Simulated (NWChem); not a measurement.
AlH2O2Cl; SMILES [OH][Al]([OH])[Cl]

```xyz
6

Al    -0.0391     0.4280     0.0000
Cl     0.2004    -1.6485     0.0000
O     -1.6142     1.0327     0.0000
H     -1.8398     1.9640     0.0000
O      1.2896     1.4747     0.0000
H      2.2097     1.2071     0.0000
```
Atoms are numbered in this order, from 1.

Results from NWChem. Pople sets run with spherical d functions. All runs use the structure optimised with PBE0/def2-SVP. Field at 589 nm.

**Question.** Predict the results for B3LYP/6-31G*. Quantities: isotropic polarisability (bohr³); anisotropy (bohr³).

**Answer.** The isotropic polarisability (bohr³) is 33.9. The anisotropy (bohr³) comes out as 15.0.
